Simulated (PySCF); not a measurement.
Nb(S)(F)(Me)2 (C₂H₆FNbS), SMILES [CH3][Nb]([CH3])([F])=[S], multiplicity 1. The structure is a stationary point at B3LYP-D3(BJ)/def2-SVP. The spin state was assumed, not searched. The def2 effective core potentials stand for the cores of Nb; spin–orbit coupling is left out.

Computed equilibrium geometry at B3LYP-D3(BJ)/def2-SVP (PySCF confirms it by a frequency run) as bond lengths and angles:
Atoms: Nb1 S2 F3 C4 H5 H6 H7 C8 H9 H10 H11. Bond lengths (Å): Nb1–S2 2.149, Nb1–F3 1.873, Nb1–C4 2.140, Nb1–C8 2.140, C4–H5 1.105, C4–H6 1.107, C4–H7 1.103, C8–H9 1.103, C8–H10 1.107, C8–H11 1.105. Angles (°): S2–Nb1–F3 113.5, S2–Nb1–C4 105.8, S2–Nb1–C8 105.8, F3–Nb1–C4 112.0, F3–Nb1–C8 112.0, C4–Nb1–C8 107.3, Nb1–C4–H5 109.2, Nb1–C4–H6 108.5, Nb1–C4–H7 113.0, H5–C4–H6 109.1, H5–C4–H7 108.0, H6–C4–H7 109.0, Nb1–C8–H9 113.0, Nb1–C8–H10 108.5, Nb1–C8–H11 109.2, H9–C8–H10 109.0, H9–C8–H11 108.0, H10–C8–H11 109.1.
